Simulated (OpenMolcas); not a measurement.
# Sb I: effect of the level shift or regulariser

* Program: OpenMolcas 26.06
* Basis: ANO-RCC-VQZP [8s7p5d3f2g]
* Scalar Hamiltonian: DKH2, point nucleus
* Active space: 3 electrons in 9 orbitals (RAS2 5p; RAS3 5d 6s, at most 1 electron)
* State averaging: 2S+1 = 4 odd, 1 root; 2S+1 = 2 odd, 8 roots; 2S+1 = 4 even, 3 roots; 2S+1 = 2 even, 8 roots
* Spin-orbit coupling: state interaction with AMFI integrals over the reference wave functions, term energies averaged over their components

Methods on the same reference wave functions:
A. RASSCF
B. SS-RASPT2, IPEA 0.25 Eh, imaginary shift 0.1 Eh (closed shells correlated: 4d 5s)
C. SS-RASPT2, IPEA 0.25 Eh, real shift 0.2 Eh (closed shells correlated: 4d 5s)

Energies in cm⁻¹ above 5s² 5p³ ⁴S°_3/2, the measured ground level; measured values from NIST Handbook of Basic Atomic Spectroscopic Data.

| Level | A | B | C | Measured |
| --- | --- | --- | --- | --- |
| 5s² 5p³ ⁴S°_3/2 | 0.0 | 0.0 | 0.0 | 0.0 |
| 5s² 5p³ ²D°_3/2 | 12480 | 9620 | 9700 | 8512 |
| 5s² 5p³ ²D°_5/2 | 13419 | 10500 | 10580 | 9854 |
| 5s² 5p³ ²P°_1/2 | 21952 | 19640 | 19700 | 16395 |
| 5s² 5p³ ²P°_3/2 | 23253 | 20920 | 20980 | 18464 |
| 5s² 5p² 6s ⁴P_1/2 | 50198 | 47800 | 47890 | 43249 |
| 5s² 5p² 6s ⁴P_3/2 | 51624 | 49210 | 49310 | 45945 |
| 5s² 5p² 6s ⁴P_5/2 | 53917 | 51370 | 51470 | 48332 |
| 5s² 5p² 6s ²P_1/2 | 55565 | 52120 | 52290 | 46991 |

Deviations, from unrounded energies. A percentage is the sum of absolute deviations over the sum of measured energies, with the sign that they share, or ± where signs differ.

```
                        Against measurement  Levels      A      B      C
             mean absolute deviation (cm-1)       8   5600   2900   3000
other terms of the ground configuration (%)       4  +33.6  +14.0  +14.5
                   other configurations (%)       4  +14.5   +8.7   +8.9
```

B, C lie about equally close to measurement and A furthest from it. The largest miss of B in the table is 5s² 5p² 6s ²P_1/2, by +5100 cm-1. The ranking rests on the paired levels alone, and a cruder setting can come out closer through cancelling errors.

Between B and C the level of the table that moves most is 5s² 5p² 6s ²P_1/2, by 170 cm-1 (lowest in B, highest in C). Moves below CASPT2's spread within the term are not significant.

From A to B the spin-free energies of the other terms of 5s² 5p³ shown, above ⁴S°, scale by factors of 0.77 to 0.89.

The lowest spin-free term lies below A's lowest term by 0.525 hartree in B, 0.524 hartree in C.

CASPT2 does not keep the components of a term degenerate, so their means are used; among the terms shown or strongly mixed into the levels shown the widest spread is 87 cm-1 (5s² 5p³ ²D°, B). ANO sets are built for valence states and can reach diffuse excited orbitals poorly, and with the s shell closed the s pⁿ⁺¹ terms that mix with these levels are absent. With the s shell closed, the reference lacks s² → p² mixing. No level of 5s² 5p² 5d was computed, though it lies in the active space. Some terms miss by over 15 % even with CASPT2, which points to a basis or an active space too small for the shells correlated (holds for B; C). Measured partners are found by configuration, term and J. A level has none where our copy of the source lacks it or the pairing is in doubt (some pairs that miss far off the trend of their configuration count as doubtful), and it then counts in no deviation. Only configurations of the active space appear. Levels that lie high or do not pair safely by name in every column are left out.

° marks odd parity.
